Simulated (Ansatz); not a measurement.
Abridged output of a molecular run in Ansatz:

```
Functional definition: HF
1388 factors; integrals over basis functions are off by at most 9.5e-4 eV
mean field evaluation 1: about -77940.1979 eV, gradient 3.0e1 eV
mean field evaluation 2: about -77940.4182 eV, gradient 3.0e1 eV
mean field evaluation 4: about -77942.7642 eV, gradient 3.2e0 eV
mean field evaluation 8: about -77942.8249 eV, gradient 2.6e-1 eV
mean field -77942.82522227 eV, -2864.3459953740 hartree, gradient 4.5e-6 eV, S^2 0.000000; 0 other end points of the search recorded, 0 dependent functions left out
20 core orbitals not correlated: weight in the atoms' cores, before any rotation towards them, 1.000 or more for the frozen orbitals, at most 0.000 for the correlated occupied ones
reference -77942.82522227 eV, -2864.3459953740 hartree; 18, 18 occupied and 195, 195 virtual orbitals, 1388 factors
second order -22.09893830 eV of doubles, -0.00000000 eV of singles
cycle   1  -22.51905345 eV  change   -4.2e-1 eV  update   1.1e-1
cycle   2  -23.16446468 eV  change   -6.5e-1 eV  update   3.3e-2
cycle   3  -23.27607215 eV  change   -1.1e-1 eV  update   1.7e-2
cycle   4  -23.26277761 eV  change    1.3e-2 eV  update   3.9e-3
cycle   5  -23.26045662 eV  change    2.3e-3 eV  update   1.6e-3
cycle   6  -23.26061219 eV  change   -1.6e-4 eV  update   4.5e-4
cycle   7  -23.26028371 eV  change    3.3e-4 eV  update   1.5e-4
cycle   8  -23.26025712 eV  change    2.7e-5 eV  update   5.1e-5
cycle   9  -23.26027976 eV  change   -2.3e-5 eV  update   2.1e-5
perturbative correction -0.83738419 eV, -0.0307733014 hartree
Total energy: -77966.92288622 eV, -2865.2315681903 hartree
```

Its atoms:

Z-matrix (Å, degrees):
```
Si
S 1 2.123
Ge 1 2.377 2 111.0
F 1 1.604 2 111.6 3 -120.7
H 1 1.482 2 104.3 3 123.6
H 2 1.344 1 95.0 3 43.3
H 3 1.536 1 111.6 2 -171.2
H 3 1.536 1 109.3 2 67.9
H 3 1.538 1 109.1 2 -50.8
```

Problem. Which basis set was used?
A. def2-SVPD
B. def2-QZVPP
C. cc-pV(D+d)Z
D. def2-TZVPP

Solution. D. It gives 233 functions.

Problem. Write the keys of the input that set method, charge and spin (a neutral closed shell needs none for the last two).

Solution. 
```yaml
correlation: {method: ccsd_t}
```
